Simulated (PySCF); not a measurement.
**Sb³⁺ (antimony, charge +3) across methods**

[Kr] 4d10 5s2, closed-shell 1S. Computed with PySCF 2.14 in def2-QZVPPD with the def2 core potential (28 electrons) (8s6p5d4f1g, 88 functions), with scalar relativity through the core potential.

| method | E (hartree) | mean ε 4p (eV) | mean ε 4d (eV) | mean ε 5s (eV) | Σ⟨r²⟩ (bohr²) | ⟨S²⟩ |
| --- | --- | --- | --- | --- | --- | --- |
| PBE0 | -238.3748 | -138.14 | -65.507 | -39.956 | 27.80 | 0.000 |
| M06-L | -238.5603 | -134.71 | -63.214 | -38.733 | 27.68 | 0.000 |
| B97-3 | -238.4387 | -138.59 | -65.691 | -39.911 | 27.81 | 0.000 |
| wB97X-V | -238.3564 | -139.96 | -67.911 | -42.346 | 27.80 | 0.000 |
| PBE | -238.3660 | -132.34 | -62.465 | -38.992 | 27.79 | 0.000 |
| BLYP | -238.3390 | -132.25 | -62.308 | -39.073 | 27.83 | 0.000 |
| UHF | -237.48724 | -154.31 | -73.369 | -41.870 | 28.05 | 0.000 |
| r2SCAN | -238.4478 | -135.36 | -63.350 | -39.172 | 27.74 | 0.000 |

(1) Estimate the same row for LDA.

Energies and moments cover only the electrons outside the core potential.

Results:

(1) E (hartree) = -237.9758; mean ε 4p (eV) = -132.20; mean ε 4d (eV) = -62.560; mean ε 5s (eV) = -39.489; Σ⟨r²⟩ (bohr²) = 27.81; ⟨S²⟩ = 0.000.
